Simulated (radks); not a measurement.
Values are calculated unless marked as measured or tabulated.
These are the eigenvalues of the occupied orbitals of an atom or ion with whole-number occupations (eV). Code: a radial shooting solver on a logarithmic mesh with Libxc functionals. Model: scalar-relativistic Kohn-Sham, r2SCAN, spin-unpolarised, spherical densities, finite nucleus; meta-GGA in the generalised Kohn-Sham scheme; Fermi nuclear charge, rms radius of each element as measured or else 0.836 A^(1/3) + 0.57 fm.

orbital  eigenvalue
1s        -3617.930
2s        -434.7192
2p        -359.5072
3s         -97.8549
3p         -78.6193
4s         -35.7190

Which element is it, and in what charge state? The configuration may be excited.

Answer. Z = 19, potassium, charge +4: K4+ in [Ne] 3s1 3p3 4s1. The list shows which subshells hold electrons but not how many an open one holds; the 1s level, -132.96 hartree, gives Z - s = 16.3 by -(Z - s)^2/2, which with screening and relativity narrows Z to a few neighbours, and the depths of the outer levels then fix element, charge and occupations together.
